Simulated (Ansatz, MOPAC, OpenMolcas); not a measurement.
**Br2 (SMILES BrBr): methods side by side**

Br2, singlet, SMILES `BrBr`. Each level relaxes the structure for itself.

Quantity: the harmonic wavenumber, in cm⁻¹. The values are calculated.

**What was measured.** Huber and Herzberg, Constants of Diatomic Molecules gives the harmonic wavenumber of the gas as 325 cm⁻¹.

```
                          level            kind     program  value (cm⁻¹)  computed − measured
                       PM6-D3H4  semi-empirical       MOPAC           320                   -5
                      PM6-D3H4X  semi-empirical       MOPAC           320                   -5
                       PM6-DH2X  semi-empirical       MOPAC           320                   -5
                            PM7  semi-empirical       MOPAC           359                  +34
                      HF/STO-3G    Hartree–Fock      Ansatz           428                 +103
                       HF/3-21G    Hartree–Fock      Ansatz           318                   -7
HF/6-31G* (Cartesian functions)    Hartree–Fock      Ansatz           356                  +31
                     HF/cc-pVTZ    Hartree–Fock  OpenMolcas         -8492                -8817
                   PBE/def2-SVP             GGA      Ansatz           303                  -22
           PBE-D3(BJ)/def2-TZVP             GGA      Ansatz           313                  -12
```

Nearest: PM6-D3H4 (-5 cm⁻¹), PM6-D3H4X (-5 cm⁻¹), PM6-DH2X (-5 cm⁻¹); farthest: HF/cc-pVTZ (-8817 cm⁻¹). Computed less measured by kind, in cm⁻¹ (of the ab initio rows, those in 6-31G*): semi-empirical -5 to +34; Hartree–Fock +31. All-electron rows without a relativistic Hamiltonian named are non-relativistic. Harmonic and unscaled.
